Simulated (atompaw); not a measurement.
## Before and after: PAW (atompaw) potential for rubidium

| Item | Value |
| --- | --- |
| Element | rubidium (Rb) |
| Generator | atompaw 4.2.0.5 |
| Type | PAW |
| Functional | PBEsol |
| Relativity | scalar-relativistic |
| Frozen core | [Ar] 3d10 4s2 |
| Valence charge | 7 |
| Reference configuration | 4p6 5s1 5p0 |
| Partial waves | 5s (bound): rc 3.00 bohr; 5s channel at 0.7 Ry: rc 3.00 bohr; 4p (bound): rc 2.70 bohr; 5p (bound, empty): rc 3.00 bohr; 4d channel at 0.45 Ry: rc 3.00 bohr; 4d channel at 0.8 Ry: rc 3.00 bohr |
| Local potential | troulliermartins scheme with l = 3 at -0.5 Ry, radius 2.10 bohr |
| Core correction | smooth core density matched at 2.75 bohr |
| Augmentation charge | besselshape compensation charge, radius 2.85 bohr; PAW radius 3.00 bohr; waves and projectors: custom polynom vanderbiltortho |

Change: local potential troulliermartins scheme with l = 3 at -0.5 Ry, radius 1.60 bohr.

Cutoffs: the cutoffs (Ry, on a coarse ladder) from which the occupation-weighted sum of valence levels, in a spherical-Bessel basis at the reference potential, stays within 10 and 1 mRy of its value at 400 Ry; they do not see the model core or the augmentation charge, which bear on the density cutoff.

**Question.** What does the change do?

**Answer.** The potential gets neither clearly harder nor softer (10 Ry and 18 Ry → 10 Ry and 18 Ry); both files keep a bound ghost (s); the range in which the s phases agree narrows (upper end 3.8 → 2.6); the range in which the d phases agree narrows (upper end at the end of the scan → 2.8).

| quantity | base | changed |
| --- | --- | --- |
| cutoff, loose | 10 Ry | 10 Ry |
| cutoff, tight | 18 Ry | 18 Ry |
| bound ghosts | s | s |
| s: phases at 3.02 bohr within 0.05 rad from the reference energy up to (Ry; the scan ends near 5) | 3.8 | 2.6 |
| p: phases at 3.02 bohr within 0.05 rad from the reference energy up to (Ry; the scan ends near 5) | 0.9 | 0.8 |
| d: phases at 3.02 bohr within 0.05 rad from the reference energy up to (Ry; the scan ends near 5) | to the end of the scan | 2.8 |
| lowest overlap eigenvalue by channel | s 0.53, p 0.78, d 0.93 | s 0.52, p 0.77, d 0.93 |

 A true bound ghost makes a file unfit for plane-wave use even where its test errors are small: the radial tests pick states by their node count and pass the ghost by. The cutoffs see the waves, projectors and local potential, not the compensation charge or the core.
